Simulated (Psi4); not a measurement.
BaCl, doublet, at a GFN2-xTB geometry (such geometries of metal compounds can be far from the true shape) (the spin is typed, not shown lowest) (core potentials on Ba), atoms displaced at random by about 0.03 Å a coordinate; R2SCAN/def2-SVP, gradient run with Psi4 1.11.

The Psi4 input:
```
memory 2 GB

molecule mol {
0 2
Ba    0.009250   -0.031592   -0.620447
Cl   -0.029020    0.007601    1.941466
symmetry c1
no_reorient
no_com
}

set {
  basis def2-svp
  reference uks
}

gradient('r2scan')
print_variables()
```

Problem. Write the output that Psi4 gives for this input, abridged.

Solution. 
```
gradient() will perform analytic gradient computation.

   => Loading Basis Set <=

    Name: DEF2-SVP
    Role: ORBITAL
    Keyword: BASIS

    !!!  WARNING: ECP capability is in beta. Please check occupations closely.  !!!

         ---------------------------------------------------------
                                   SCF
               by Justin Turney, Rob Parrish, Andy Simmonett
                          and Daniel G. A. Smith
                              UKS Reference
         ---------------------------------------------------------

  ==> Geometry <==

    Molecular point group: c1
    Full point group: C1

    Geometry (in Angstrom), charge = 0, multiplicity = 2:

       Center              X                  Y                   Z               Mass
    ------------   -----------------  -----------------  -----------------  -----------------
         BA           0.009250000000    -0.031592000000    -0.620447000000   137.905247000000
         CL          -0.029020000000     0.007601000000     1.941466000000    34.968852682000

  Running in c1 symmetry.

  Rotational constants: A =    201.68319  B =      0.09113  C =      0.09108 [cm^-1]
  Rotational constants: A = 6046309.91910  B =   2731.89185  C =   2730.65807 [MHz]
  Nuclear repulsion =   35.106410199483086

  Charge       = 0
  Multiplicity = 2
  Electrons    = 27
  Nalpha       = 14
  Nbeta        = 13

  ==> Algorithm <==

  SCF Algorithm Type is DF.
  DIIS enabled.
  MOM disabled.
  Fractional occupation disabled.
  Guess Type is SAD.
  Energy threshold   = 1.00e-08
  Density threshold  = 1.00e-08
  Integral threshold = 1.00e-12

  ==> Primary Basis <==

  Basis Set: DEF2-SVP
    Blend: DEF2-SVP
    Number of shells: 18
    Number of basis functions: 48
    Number of Cartesian functions: 54
    Spherical Harmonics?: true
    Max angular momentum: 3

  Core potential: DEF2-SVP
    Number of shells: 4
    Number of ECP primitives: 10
    Number of ECP core electrons: 46
    Max angular momentum: 3

  ==> DFT Potential <==

   => LibXC <=

    Version 7.1.2
    S. Lehtola, C. Steigemann, M. J. T. Oliveira, and M. A. L. Marques,  SoftwareX 7, 1–5 (2018) (10.1016/j.softx.2017.11.002)

   => Composite Functional: R2SCAN <=

    r2SCAN Meta-GGA XC Functional  (0.1021/acs.jpclett.0c02405)
    J. W. Furness, A. D. Kaplan, J. Ning, J. P. Perdew, J. Sun  J. Phys. Chem. Lett.  11, 8208–8215, 2020

    Deriv               =              1
    GGA                 =           TRUE
[...]
  @DF-UKS Final Energy:  -485.56584754905089
    Total Energy =                       -485.5658475490508863
[...]

  ==> DFJKGrad: Density-Fitted SCF Gradients <==

    Gradient:                    1
    J tasked:                  Yes
    K tasked:                   No
    wK tasked:                  No
    Integrals threads:           1
    Schwarz Cutoff:          1E-12
    Fitting Condition:       1E-10

   => Auxiliary Basis Set <=

  Basis Set: (DEF2-SVP AUX)
    Blend: DEF2-UNIVERSAL-JKFIT
    Number of shells: 72
    Number of basis functions: 258
    Number of Cartesian functions: 326
    Spherical Harmonics?: true
    Max angular momentum: 5

  ==> DFT Potential <==

   => LibXC <=

    Version 7.1.2
    S. Lehtola, C. Steigemann, M. J. T. Oliveira, and M. A. L. Marques,  SoftwareX 7, 1–5 (2018) (10.1016/j.softx.2017.11.002)

   => Composite Functional: R2SCAN <=

    r2SCAN Meta-GGA XC Functional  (0.1021/acs.jpclett.0c02405)
    J. W. Furness, A. D. Kaplan, J. Ning, J. P. Perdew, J. Sun  J. Phys. Chem. Lett.  11, 8208–8215, 2020

    Deriv               =              1
    GGA                 =           TRUE
    Meta                =           TRUE

    Exchange Hybrid     =          FALSE
    MP2 Hybrid          =          FALSE

   => Exchange Functionals <=

    1.0000   XC_MGGA_X_R2SCAN

   => Correlation Functionals <=

    1.0000   XC_MGGA_C_R2SCAN

   => LibXC Density Thresholds  <==

    XC_MGGA_C_R2SCAN:  1.00E-15
    XC_MGGA_X_R2SCAN:  1.00E-11

   => Molecular Quadrature <=

    Radial Scheme          =       TREUTLER
    Pruning Scheme         =           NONE
    Nuclear Scheme         =       TREUTLER

    Blocking Scheme        =         OCTREE
    BS radius alpha        =              1
    Pruning alpha          =              1
    Radial Points          =             75
    Spherical Points       =            302
    Total Points           =          43315
    Total Blocks           =            431
    Max Points             =            254
    Max Functions          =             48
    Weights Tolerance      =       1.00E-15

  -Total Gradient:
     Atom            X                  Y                   Z
    ------   -----------------  -----------------  -----------------
       1       -0.000490631972     0.000502464287     0.032844404857
       2        0.000490327605    -0.000502152661    -0.032824032442

  Variable Map:
  ----------------------------------------------------------------------------
[...]
  Array Variable Map:
  ----------------------------------------------------------------------------
[...]
[...]
```
